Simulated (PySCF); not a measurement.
Cost of one run: shielding job, `C1=C[C@H]2C=C([C@H]21)OC`.

Method: GIAO PBE0/pcSseg-1 NMR shielding, non-relativistic, gas phase (PySCF 2.14.0, density-fitted response routines). Geometry: GFN2-xTB, MD frame at 800 fs, 400 K. Work: shieldings, ring-centre shieldings, density fitting. The input is one job of a driver script: a line of settings, then coordinates in Å.

Command:
```bash
OMP_NUM_THREADS=1 python probes_run.py task.json out
```

Input:
```
{"job": {"kind": "nmr", "xc": "PBE0", "basis": "pcSseg-1", "pop": false}, "charge": 0, "multiplicity": 1}
C      2.021800     0.614500     1.369300
O      0.949800    -0.328900     1.147500
C     -0.361900    -0.034000     1.153400
C     -1.351200     0.850100     1.400000
C     -2.451400    -0.020500     0.886300
C     -2.972600    -1.105100     1.850700
C     -2.032300    -1.947300     1.480600
C     -1.302500    -1.074800     0.546700
H      2.903600     0.199100     0.913800
H      1.694000     1.463400     0.709500
H      2.113900     0.988800     2.419700
H     -1.289700     1.829400     1.750700
H     -3.227000     0.196500     0.164500
H     -3.800300    -1.009900     2.459700
H     -1.760300    -2.976900     1.872800
H     -1.020900    -1.468100    -0.437300
```

Hardware: Intel Xeon Platinum 8259CL at 2.50 GHz, one thread, no GPU (shared host). PySCF's memory limit was set to 1200 MB.

Q: How large is the basis?

A: 176 functions for 58 electrons, with 906 fitting functions; the fitted three-index integrals, 906 × 176 × 177/2 numbers of 8 bytes, come to 110 MiB.

Question: Which is nearest to the wall time?
A. 3.8 s
B. 31 s
C. 4.1 min

Answer: B. The run took 31 s. The SCF took 14 cycles.

Q: How much memory does it need at the peak?

A: About 0.81 GiB. Peak memory is the resident size of the whole Python process, interpreter and libraries included.

Q: At this speed, how long would 5000 such jobs take on 96 cores, one job a core?

A: 5000/96 gives 53 rounds of 31 s, about 27 min of wall time and 43 core-hours, if the jobs don't slow each other.

The SCF part of the output:
```
coarse grid: 13648 points
cycle   1  E = -346.0474088585  dE =  1.480e+00  |g| = 5.382e-01  |ddm| = 3.706e+00
cycle   2  E = -346.0198751129  dE =  2.753e-02  |g| = 6.759e-01  |ddm| = 1.032e+00
cycle   3  E = -346.1090625019  dE = -8.919e-02  |g| = 7.936e-02  |ddm| = 5.638e-01
cycle   4  E = -346.1099849543  dE = -9.225e-04  |g| = 3.769e-02  |ddm| = 7.853e-02
cycle   5  E = -346.1102785636  dE = -2.936e-04  |g| = 9.931e-03  |ddm| = 3.734e-02
cycle   6  E = -346.1102968149  dE = -1.825e-05  |g| = 4.377e-03  |ddm| = 1.238e-02
cycle   7  E = -346.1103011372  dE = -4.322e-06  |g| = 1.276e-03  |ddm| = 4.687e-03
final grid: 132640 points
cycle   8  E = -346.1713640092  dE = -2.867e-05  |g| = 1.135e-02  |ddm| = 3.853e-02
cycle   9  E = -346.1713328260  dE =  3.118e-05  |g| = 1.732e-02  |ddm| = 2.009e-02
cycle  10  E = -346.1713899593  dE = -5.713e-05  |g| = 1.860e-03  |ddm| = 1.240e-02
cycle  11  E = -346.1713907413  dE = -7.820e-07  |g| = 3.803e-04  |ddm| = 1.962e-03
cycle  12  E = -346.1713907655  dE = -2.427e-08  |g| = 2.018e-04  |ddm| = 4.619e-04
cycle  13  E = -346.1713907753  dE = -9.789e-09  |g| = 4.655e-05  |ddm| = 2.079e-04
cycle  14  E = -346.1713907758  dE = -4.773e-10  |g| = 1.814e-05  |ddm| = 5.447e-05
converged SCF energy = -346.1713907758
```

On the final grid dE counts from the start density on that grid.

The host was shared with other jobs, so the times are rough.
